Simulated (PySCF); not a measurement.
## Vertical excitation energies

Compound: ClGeH₃.
Bonds: Cl1–Ge2. Hydrogens: H3, H4, H5 on Ge2.

Level of theory: TDDFT PBE0/def2-SVPD, vertical, gas phase, core orbitals frozen in the response in PySCF. Geometry: PBE0-D3(BJ)/def2-SVP; no solvent, vibrations or thermal averaging. Relativistic effects, spin–orbit coupling among them, are left out although an element past zinc is present.

```tsv
state	E (eV)	λ (nm)	f	|μ| (D)	symmetry	main configurations (H = HOMO, L = LUMO)
S1	6.71	184.6	0.017	0.82	E	H-1/H→L (98%)
S2	6.71	184.6	0.017	0.82	E	H-1/H→L (98%)
S3	7.77	159.7	0.0057	0.44	E	H-1/H→L+1 (98%)
S4	7.77	159.7	0.0057	0.44	E	H-1/H→L+1 (98%)
S5	8.48	146.2	0.0000	0.00	–	H-1/H→L+2 (50%), H-1/H→L+3 (49%)
S6	8.59	144.3	0.0027	0.29	E	H-3/H-2→L (≥92%)
S7	8.59	144.3	0.0028	0.29	E	H-3/H-2→L (≥92%)
S8	8.65	143.3	0.0042	0.36	A1	H-1/H→L+2 (40%), H-1/H→L+3 (37%), H-4→L (22%)
S9	8.68	142.9	0.010	0.55	E	H-1/H→L+3 (≥47%), H-1/H→L+2 (≥32%)
S10	8.68	142.9	0.010	0.55	E	H-1/H→L+3 (≥47%), H-1/H→L+2 (≥31%)
```

Triplets, Tamm–Dancoff:

```csv
state,E (eV),λ (nm),"main configurations (H = HOMO, L = LUMO)"
T1,6.24,198.6,H-1/H→L (≥96%)
T2,6.24,198.5,H-1/H→L (≥96%)
T3,7.40,167.5,H-1/H→L+1 (≥82%)
T4,7.40,167.5,H-1/H→L+1 (≥82%)
```

The lowest singlet level (S1/S2) lies at 6.71 eV (185 nm, vacuum ultraviolet) and is of moderate strength. The lowest level is also the most intense of those listed (f = 0.034 summed). S1/S2, S3/S4, S6/S7 and S9/S10 lie within about 0.01 eV of each other in each set; the point group C3v has degenerate representations, and within a degenerate level the listed configurations can mix freely. Löwdin shares by element: HOMO (one of a set within 0.03 eV) chlorine 72%, germanium 14%, hydrogen 14% or more; LUMO germanium 39%, chlorine 29%, hydrogen 21% or more. Of the 10 states listed, 4 reach f = 0.01 and 1 stays under 0.0005. Weighted by f, the mean energy of these states is 7.65 eV. Orbital energies (eV): HOMO-3 -10.70, HOMO-2 -10.69, HOMO-1 -8.85, HOMO -8.85, LUMO -0.66, LUMO+1 0.09, LUMO+2 1.05. The vertical ionisation energy (ΔSCF) is 11.26 eV, 2.58 eV above S10. Symmetry labels in C3v follow from the direction of the transition dipole and are given only for states with f of 0.002 or more. Orbitals of the list HOMO-3 to LUMO+2 that lie within 0.01 eV of each other are written together with a slash and their weights summed (≥ marks a lower bound); for degenerate orbitals outside that list single weights are arbitrary. Singlets were solved by full linear response, triplets in the Tamm–Dancoff approximation.
